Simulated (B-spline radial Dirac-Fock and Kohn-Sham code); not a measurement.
Photoionisation of argon ions at Ag Kα (22162.9 eV)

The computed values come from a radial finite-basis atomic code: the independent-particle Dirac-Slater model, thresholds from Dirac-Fock. Cross sections in kb; a dash marks an empty subshell or a threshold above the photon energy.

```
  ion  configuration   total     1s      2s     2p3/2       3s     3p3/2
   Ar   [Ne] 3s2 3p6  0.4020  0.368  0.0275   0.00211  0.00308  0.000193
 Ar⁵⁺   [Ne] 3s2 3p1  0.4036  0.368  0.0278   0.00214  0.00427  5.46e-05
 Ar⁹⁺   [He] 2s2 2p5  0.4014  0.369  0.0296   0.00195        –         –
Ar¹⁰⁺   [He] 2s2 2p4  0.4027  0.369  0.0309   0.00167        –         –
Ar¹¹⁺   [He] 2s2 2p3  0.4042  0.370  0.0323   0.00133        –         –
Ar¹²⁺   [He] 2s2 2p2  0.4058  0.371  0.0338  0.000939        –         –
Ar¹⁶⁺            1s2  0.3818  0.382       –         –        –         –
```
